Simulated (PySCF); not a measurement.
## Simulated characterisation data

Equivalent nuclei averaged, no solvent, non-relativistic, one computed conformer. Geometry from GFN2-xTB; NMR shieldings at PBE0/pcSseg-1/GIAO; PySCF 2.14.0 with density-fitted response routines.

Shifts are taken against calculated references (same method and geometry level): 1H and 13C against TMS. Splittings of carbon signals by F and P are missing where no couplings were computed. Where no couplings were computed, multiplicities follow the n + 1 count of equivalent neighbours, and m marks all less simple cases (inequivalent or close neighbours, rings, F or P nearby). Acid and N–H amide carbonyl carbons lie up to 10 ppm further downfield in solution (hydrogen bonding). Shifts are as computed. Against solution values, carbons near 30 ppm lie about +3 ppm off and those near 130 ppm about +5 ppm. Of 1211 compounds with measured shifts, 218 miss one by over three times the rms of a fit or turn the order of signals round; such compounds aren't used in these exercises. OH and NH positions are gas-phase values without hydrogen bonding to other molecules.

**1.** `C#CCn1cpc([SiH3])c1C`, C7H10NPSi. 1H NMR (400 MHz, computed): δ 7.99 (m, 1H), 4.79 (d, 2H), 4.62 (m, 3H), 2.75 (s, 3H), 1.88 (t, 1H). 13C{1H} NMR (computed): δ 162.5 (CH), 146.9 (C), 131.4 (C), 83.4 (C), 81.9 (CH), 42.7 (CH2), 17.9 (CH3).

**2.** `InChI=1S/C4H11NO2Si2/c1-2-7-9-3-4(6)5-8/h2H,1,3,9H2,8H3,(H,5,6)`. 1H NMR (400 MHz, computed): δ 6.63 (m, 1H), 5.24 (t, 2H), 4.79 (br s, 1H), 4.47 (s, 3H), 4.38 (m, 1H), 4.34 (m, 1H), 2.27 (t, 2H). 13C{1H} NMR (computed): δ 185.6, 156.9, 93.5, 23.3.

**3.** `C=CC1=NC=NN=C1`, C5H5N3. 1H NMR (400 MHz, computed): δ 9.98 (s, 1H), 9.43 (s, 1H), 8.03 (m, 1H), 6.86 (m, 1H), 6.39 (m, 1H). 13C{1H} NMR (computed): δ 162.7, 155.6, 155.3, 138.9, 138.5.

**4.** SMILES C1C([C@@H]([SiH2]C=C)C)=C[SiH2]1, C7H14Si2. 1H NMR (400 MHz, computed): δ 6.58 (m, 1H), 6.44 (m, 1H), 6.23 (m, 1H), 5.69 (m, 1H), 4.88 (m, 1H), 4.86 (m, 1H), 4.39 (m, 1H), 4.17 (m, 1H), 2.44 (m, 1H), 1.92 (m, 1H), 1.75 (m, 1H), 1.36 (d, 3H). 13C{1H} NMR (computed): δ 179.3 (C), 143.0 (CH2), 140.2 (CH), 130.1 (CH), 34.1 (CH), 16.9 (CH2), 16.2 (CH3).
